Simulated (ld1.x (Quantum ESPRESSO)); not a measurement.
# PBE TM semilocal dataset for Lu (Z = 71), scalar-relativistic all-electron reference.

ld1.x (Quantum ESPRESSO) 7.5 input, shortened:

```
&input
   title='Lu', zed=71., rel=1, dft='PBE', iswitch=3,
   config='[Xe] 4f13 5d2 6s2 6p0'
 /
 &inputp
   pseudotype=1, tm=.true., lloc=3,
   nlcc=.true., new_core_ps=.true., rcore=1.05
 /
4
5S  1  0   2.00   0.00  2.00  2.00  0.0
5P  2  1   6.00   0.00  1.35  1.35  0.0
5D  3  2   2.00   0.00  3.15  3.15  0.0
4F  4  3  13.00   0.00  1.05  1.05  0.0
 &test
   configts(1)='4f13 5s2 5p6 5d2 6s2 6p0'
 /
```

Occupied shells without a wave of their own: 6s. They enter only through the test configuration that unscreens the potential, and ld1.x also counts them in the model core charge.

What the tests gave:

| Property | Result |
| --- | --- |
| Configuration tests | 2 of 7 tests not solved or not reliable; not counted: 4f14 5s2 5p6 5d1 6s0 6p2 (solver errors, printed error -16.8 eV); 4f14 5s2 5p6 5d1 6s1 6p1 (solver errors, printed error -6.1 eV) |

A Bessel basis up to 400 Ry misses an occupied level by 0.02 Ry, so cutoffs and ghosts were not judged. The potential misses its own reference levels by up to 2.3 eV, so it is not fit for use. ld1.x takes every shell without a wave as core, so the model core holds the 6s electrons as well and exchange and correlation see them twice. This cancels in the reference configuration, but the file is broken for other ones, and its errors say nothing about a proper core correction.

Generation and tests took about 5.5 s on one core of a shared server CPU.
